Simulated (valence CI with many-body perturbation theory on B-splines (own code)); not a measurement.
# Tb XXXIII: key properties

Method: configuration interaction combined with many-body perturbation theory (CI+MBPT): five valence electrons over a frozen Dirac-Fock core [Ar] 3d10, radial functions for each j: 11 s, 11 p, 10 d, 8 f, 5 g, 2 h, with the one-electron correlation potential Σ1 (screened to all orders), the two-electron term Σ2, the three-electron term Σ3, Breit, model QED; selected single and double excitations, second order for the rest, scaled by the run's own slope (own B-spline code, finite nucleus).

No measured spectrum was set against this ion. As an estimate, large intervals hold to a few tenths of a per cent, small ones and those within an open d or f shell to about a per cent. Among the levels kept, up to 2000 cm⁻¹ of a level comes from second order outside the variational space, and about a tenth of that is noise between levels of different J, which matters for small intervals.

Levels are named by their leading jj configuration (3d3/2^4 stands for four electrons in 3d with j = 3/2), which in mixed levels can hold well under half, so a name can repeat and another be missing.

Rates and lifetimes use the calculated energies. Strong lines usually hold to 10 to 20 %, long lifetimes can be off by a factor of two.

Question: What is the ground level?

Answer: (4s^2 4p1/2^2 4p3/2) J=3/2, composition 44 % 4s²4p³ ²P° + 30 % 4s²4p³ ⁴S° + 25 % 4s²4p³ ²D°, g = 1.395.

Question: How well does LS coupling describe the low levels?

Answer: Among the lowest 20 levels the leading LS term, summed over configurations, holds 53 % on average. For single configurations the figures are 48 % in LS and 82 % in jj coupling. Terms mix most in the J = 5/2 level at 1118000 cm⁻¹, where the leading one holds 25 %.

Question: Name the longest-lived excited levels whose lifetime is computed, and their main decay.

Answer: (4s^2 4p1/2 4p3/2^2) J=5/2 at 375790 cm⁻¹ lives 6.30 μs, mostly by M1 to (4s^2 4p1/2^2 4p3/2) J=3/2; (4s^2 4p1/2 4p3/2^2) J=1/2 at 421130 cm⁻¹ lives 1.63 μs, mostly by M1 to (4s^2 4p1/2^2 4p3/2) J=3/2; (4s^2 4p1/2 4p3/2^2) J=3/2 at 339770 cm⁻¹ lives 1.26 μs, mostly by M1 to (4s^2 4p1/2^2 4p3/2) J=3/2. The lifetime of (4s^2 4p1/2 4p3/2 4d5/2) J=9/2 is too uncertain to give, and may be longer.

Question: Where does the other parity begin?

Answer: At (4s 4p1/2^2 4p3/2^2) J=5/2, 936350 cm⁻¹.

Question: Among levels below 2985400 cm⁻¹, which E1 lines absorb most strongly from the ground level?

Answer: to (4s^2 4p1/2 4p3/2 4d3/2) J=5/2 at 6.910 nm, f = 0.620; to (4s 4p1/2 4p3/2^3) J=3/2 at 6.933 nm, f = 0.311; to (4s^2 4p1/2 4p3/2 4d5/2) J=3/2 at 6.858 nm, f = 0.280.
